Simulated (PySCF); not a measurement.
# [Dy(H2O)5]3+: from a saddle point downhill

PySCF 2.14.0, RKS PBE, Dy lcecp-1-SVP with ECP55, O def2-SVP, H def2-SVP; non-relativistic Hamiltonian with scalar-relativistic core potentials where named; density fitting; no spin-orbit coupling. Relaxed within the symmetry of its start, the geometry (C2v) is

```xyz
16

Dy    0.0267    0.0000    0.0000
O    -0.4637    0.0000    2.2804
H    -0.5760    0.7765    2.8828
H    -0.5760   -0.7765    2.8828
O    -0.4637    0.0000   -2.2804
H    -0.5760   -0.7765   -2.8828
H    -0.5760    0.7765   -2.8828
O     2.3335   -0.0001    0.0000
H     2.9506   -0.7760    0.0000
H     2.9507    0.7758    0.0000
O    -0.8201    2.1687    0.0000
H    -0.3407    3.0360    0.0000
H    -1.7749    2.4344    0.0000
O    -0.8202   -2.1687    0.0000
H    -1.7751   -2.4343    0.0000
H    -0.3409   -3.0359    0.0000
```

and its lowest harmonic modes are -211, -112, 33, 60, 72, 80 cm⁻¹ (negative: unstable). It was moved along the lowest mode and relaxed again, within the group C2 that the move left.

(1) Where does it end, and how much lower?

(2) How do the contacts change?

(3) Is the end a minimum?

An lcecp potential fixes the number of 4f electrons, so in runs with it no electron can move into or out of that shell.

State: singlet in the valence, with the 4f electrons in the core potential.

Results:

(1) In nearly C2v, 0.095 eV lower, after 40 steps:
```xyz
16

Dy   -0.0432    0.0000    0.0000
O    -0.4269    0.0454    2.3020
H    -0.5609    0.8358    2.8825
H    -0.5166   -0.7173    2.9266
O    -0.4269   -0.0453   -2.3020
H    -0.5610   -0.8358   -2.8825
H    -0.5165    0.7173   -2.9266
O     2.2543   -0.0001    0.0000
H     2.8667   -0.0128   -0.7803
H     2.8667    0.0126    0.7803
O    -0.8253    2.1938   -0.0379
H    -0.2989    3.0335   -0.0297
H    -1.7642    2.5094   -0.0693
O    -0.8255   -2.1937    0.0379
H    -1.7644   -2.5093    0.0693
H    -0.2991   -3.0335    0.0297
```

(2) 
```
      contact  saddle (Å)  end (Å)
 Dy1–O2 (H2O)       2.333    2.334
 Dy1–O5 (H2O)       2.333    2.334
 Dy1–O8 (H2O)       2.307    2.298
Dy1–O11 (H2O)       2.328    2.329
Dy1–O14 (H2O)       2.328    2.329
```


(3) Yes, as far as the noise of the softest modes lets one tell (those above −25 cm⁻¹ count as noise); lowest modes 27, 63, 72, 80, 82, 93 cm⁻¹.
